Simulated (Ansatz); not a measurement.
Question: Name a neutral molecule of C, Ga and H with LUMO energy (PBE/def2-TZVPP) between -2.15 and -1.85 eV and HOMO–LUMO gap (B3LYP/def2-TZVPP) between 4.90 and 5.20 eV (Ansatz, PBE0-D4/def2-TZVP geometry).

Answer: `C[CH](C)[GaH][CH](C)C` (-1.88 eV, 5.10 eV). Other molecules can fit too; these were computed, each in one conformer that needn't be the lowest.

B3LYP here is the variant with VWN-RPA as its local correlation; programs differ in this.
